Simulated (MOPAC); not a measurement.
Input file for MOPAC: AM1 on CH4O2Si (a complex), monomers drawn apart or pushed together.

```
AM1 1SCF PRECISE CHARGE=0 THREADS=1
CH4O2Si

C      0.37267874 1    -0.35776862 1     0.69753512 1
O      1.43933991 1    -0.01463126 1     0.86222777 1
O     -0.98486871 1    -0.19334428 1     3.60275487 1
Si    -0.67171257 1     0.28150448 1     5.13190670 1
H     -1.85115451 1    -0.47168041 1     3.31601130 1
H     -1.47687054 1     1.45943313 1     5.45561041 1
H      0.75133122 1     0.56960416 1     5.06815304 1
H     -0.99098460 1    -0.80609576 1     6.05680333 1
```

Output:

```
*******************************************************************************
 **                                                                           **
 **                              MOPAC v23.2.5                                **
 **                                                                           **
 *******************************************************************************
 ** MOPAC's Digital Object Identifier: https://doi.org/10.5281/zenodo.6511958 **
 **                                                                           **
 ** Please cite the open-source release paper for use of this MOPAC version:  **
 ** J. E. Moussa and J. J. P. Stewart (2026)                                  **
 ** MOPAC: An open-source semiempirical molecular orbital program             **
 ** J. Open Source Softw., 11(119), 8025, https://doi.org/10.21105/joss.08025 **
 *******************************************************************************

                              AM1 CALCULATION RESULTS

 *******************************************************************************
 *  AM1        - The AM1 Hamiltonian to be used
 *
 *
 *
 *                 CHARGE ON SYSTEM = 0
 *
 *
 *
 *  PRECISE    - TIGHTER CRITERIA TO BE USED
 *  1SCF       - DO 1 SCF AND THEN STOP
 *  THREADS=1  - MULTI-THREADING NOT USED
 *  T=         - A TIME OF 172800.0 SECONDS REQUESTED
 *  DUMP=N     - RESTART FILE WRITTEN EVERY 7200.0 SECONDS REQUESTED
 *******************************************************************************
AM1 1SCF PRECISE CHARGE=0 THREADS=1
 CH4O2Si

   ATOM   CHEMICAL          X               Y               Z
  NUMBER   SYMBOL      (ANGSTROMS)     (ANGSTROMS)     (ANGSTROMS)

     1       C          0.37267874  *  -0.35776862  *   0.69753512  *
     2       O          1.43933991  *  -0.01463126  *   0.86222777  *
     3       O         -0.98486871  *  -0.19334428  *   3.60275487  *
     4      Si         -0.67171257  *   0.28150448  *   5.13190670  *
     5       H         -1.85115451  *  -0.47168041  *   3.31601130  *
     6       H         -1.47687054  *   1.45943313  *   5.45561041  *
     7       H          0.75133122  *   0.56960416  *   5.06815304  *
     8       H         -0.99098460  *  -0.80609576  *   6.05680333  *



          CARTESIAN COORDINATES

    NO.       ATOM           X           Y           Z

     1         C          0.3727     -0.3578      0.6975
     2         O          1.4393     -0.0146      0.8622
     3         O         -0.9849     -0.1933      3.6028
     4        Si         -0.6717      0.2815      5.1319
     5         H         -1.8512     -0.4717      3.3160
     6         H         -1.4769      1.4594      5.4556
     7         H          0.7513      0.5696      5.0682
     8         H         -0.9910     -0.8061      6.0568

  H: (AM1): M.J.S. DEWAR ET AL, J. AM. CHEM. SOC. 107 3902-3909 (1985)
  C: (AM1): M.J.S. DEWAR ET AL, J. AM. CHEM. SOC. 107 3902-3909 (1985)
  O: (AM1): M.J.S. DEWAR ET AL, J. AM. CHEM. SOC. 107 3902-3909 (1985)
 Si: (AM1): M.J.S.DEWAR, C. JIE, ORGANOMETALLICS, 6, 1486-1490 (1987).

           Empirical Formula: C H4 O2 Si  =     8 atoms



      MOLECULAR POINT GROUP   :   C1


      RHF CALCULATION, NO. OF DOUBLY OCCUPIED LEVELS = 12


 -------------------------------------------------------------------------------
 AM1 1SCF PRECISE CHARGE=0 THREADS=1
 CH4O2Si



     1SCF WAS SPECIFIED, SO BFGS WAS NOT USED
     SCF FIELD WAS ACHIEVED


                              AM1 CALCULATION
                                                       MOPAC v23.2.5 Linux




          FINAL HEAT OF FORMATION =        -59.39768 KCAL/MOL =    -248.51988 KJ/MOL


          COSMO AREA              =        133.44 SQUARE ANGSTROMS
          COSMO VOLUME            =        117.69 CUBIC ANGSTROMS

          IONIZATION POTENTIAL    =         11.103770 EV
          HOMO LUMO ENERGIES (EV) =        -11.104  1.183
          NO. OF FILLED LEVELS    =         12
          MOLECULAR WEIGHT        =         76.1269         POINT GROUP:  C1

          MOLECULAR DIMENSIONS (Angstroms)

            Atom       Atom       Distance
            H     8    O     2     5.78934
            H     7    H     5     3.28838
            H     8    H     6     2.30384


          SCF CALCULATIONS        =          1





   ATOM   CHEMICAL          X               Y               Z
  NUMBER   SYMBOL      (ANGSTROMS)     (ANGSTROMS)     (ANGSTROMS)

     1       C          0.37267874  *  -0.35776862  *   0.69753512  *
     2       O          1.43933991  *  -0.01463126  *   0.86222777  *
     3       O         -0.98486871  *  -0.19334428  *   3.60275487  *
     4      Si         -0.67171257  *   0.28150448  *   5.13190670  *
     5       H         -1.85115451  *  -0.47168041  *   3.31601130  *
     6       H         -1.47687054  *   1.45943313  *   5.45561041  *
     7       H          0.75133122  *   0.56960416  *   5.06815304  *
     8       H         -0.99098460  *  -0.80609576  *   6.05680333  *

                             CARTESIAN COORDINATES

   1    C        0.372678740    -0.357768620     0.697535120
   2    O        1.439339910    -0.014631260     0.862227770
   3    O       -0.984868710    -0.193344280     3.602754870
   4   Si       -0.671712570     0.281504480     5.131906700
   5    H       -1.851154510    -0.471680410     3.316011300
   6    H       -1.476870540     1.459433130     5.455610410
   7    H        0.751331220     0.569604160     5.068153040
   8    H       -0.990984600    -0.806095760     6.056803330


           Empirical Formula: C H4 O2 Si  =     8 atoms



      MOLECULAR POINT GROUP   :   C1


                  EIGENVALUES
 -41.91258 -36.35412 -21.72989 -18.95283 -16.47319 -16.45913 -15.85860 -14.38449
 -13.55946 -12.77117 -11.67124 -11.10377   1.18346   1.56580   1.60866   1.76442
   1.84592   2.07743   5.74138   5.83753


              NET ATOMIC CHARGES AND DIPOLE CONTRIBUTIONS

  ATOM NO.   TYPE          CHARGE      No. of ELECS.   s-Pop       p-Pop
    1          C           0.176022        3.8240     1.81893     2.00505
    2          O          -0.175938        6.1759     1.87797     4.29797
    3          O          -0.642751        6.6428     1.82364     4.81911
    4         Si           1.123654        2.8763     0.81836     2.05798
    5          H           0.248231        0.7518     0.75177
    6          H          -0.261048        1.2610     1.26105
    7          H          -0.206901        1.2069     1.20690
    8          H          -0.261269        1.2613     1.26127
 DIPOLE           X         Y         Z       TOTAL
 POINT-CHG.    -1.344    -0.121     0.912     1.629
 HYBRID         0.322     0.099    -0.073     0.345
 SUM           -1.022    -0.022     0.839     1.322


          ATOMIC ORBITAL ELECTRON POPULATIONS

     Atom    s        px        py        pz
    1  C   1.81893   0.91531   0.56138   0.52836
    2  O   1.87797   1.34999   1.46699   1.48099
    3  O   1.82364   1.40594   1.86476   1.54841
    4 Si   0.81836   0.76770   0.73082   0.55946
    5  H   0.75177
    6  H   1.26105
    7  H   1.20690
    8  H   1.26127

 **********************
 *                    *
 * JOB ENDED NORMALLY *
 *                    *
 **********************




 == MOPAC DONE ==
```

The run finished.

Cost: very roughly 0.03 core-seconds.
